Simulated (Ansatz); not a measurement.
`C[SiH](N)Br` + HBr → `C[SiH](Br)Br` + NH₃ at 500 K and 1 bar (ligand exchange at the Si–N bond).

Calculated with Ansatz (gas phase, PBE0-D4/def2-TZVP geometries, no zero-point term in ΔE). CCSD(T)/CBS adds triple-zeta CCSD(T) − MP2 to the extrapolated MP2 energy (def2 sets, frozen cores). This one scheme is used for every species. For Br outer-core shells are correlated without core-valence functions, which leaves a few kJ/mol of doubt a bond. Scalar relativity is left out up to krypton. Each species was taken in one conformer, which may not be the lowest.

```csv
species,CCSD(T)/CBS energy (Eh),H − E (kJ/mol),S (J/(mol·K))
`C[SiH](N)Br`,-2958.86440,237.1,405.0
HBr,-2573.91920,30.5,213.7
`C[SiH](Br)Br`,-5476.28894,167.0,407.2
NH₃,-56.50880,108.2,211.8
```

H − E and S are ideal-gas, rigid-rotor, harmonic terms from PBE0-D4/def2-TZVP, for one conformer and one mirror image of each species. 1 Eh = 2625.50 kJ/mol, R = 8.31446 J/(mol·K).

By hand: ΔE, ΔH, ΔS and ΔG.

ΔE = (-5476.28894) + (-56.50880) − (-2958.86440) − (-2573.91920) = -0.01414 Eh = -37.1 kJ/mol. Δ(H − E) = 167.0 + 108.2 − 237.1 − 30.5 = 7.6, so ΔH = -29.5 kJ/mol. ΔS = 407.2 + 211.8 − 405.0 − 213.7 = 0.3 J/(mol·K). ΔG = -29.5 − 500 × (0.3)/1000 = -29.6 kJ/mol.

By hand: the equilibrium constant, and the temperature at which ΔG would vanish if ΔH and ΔS stayed fixed.

log₁₀ K = −ΔG/(RT ln 10) = 3.1. ΔH and −TΔS have one sign here, so there is no such temperature.

The number of gas molecules stays the same, so ΔS is small and ΔH decides. A doubt of 5 kJ/mol in ΔE shifts log₁₀ K by 0.5 here. Other conformers and mirror images would add mixing entropy, several J/(mol·K) or more a flexible species. These are equilibria of isolated gas molecules and say nothing of rates. Largest T1 diagnostic: 0.008 (customary marks: 0.02 for closed shells, 0.045 for open ones).

ΔS is within the doubt of such terms, so its sign, and with it that verdict, could turn.
